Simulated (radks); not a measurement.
Q: Species: K II. Configuration: [Ar]. Method: scalar-relativistic Kohn-Sham, r2SCAN, spin-polarised, spherical densities, finite nucleus; meta-GGA in the generalised Kohn-Sham scheme; Fermi nuclear charge, rms radius 3.4349 fm; computed with a radial shooting solver on a logarithmic mesh with Libxc functionals. Some entries of the table are withheld. Estimate them.

orbital  occ.  eigenvalue (eV)  <r> (bohr)
1s          2        -3545.086     0.08106
2s          2        -365.6185         (1)
2p          6        -290.0401      0.3500
3s          2         -42.8234       1.271
3p          6         -25.4685         (2)

A: 
(1) 2s <r> (bohr): 0.3863
(2) 3p <r> (bohr): 1.424
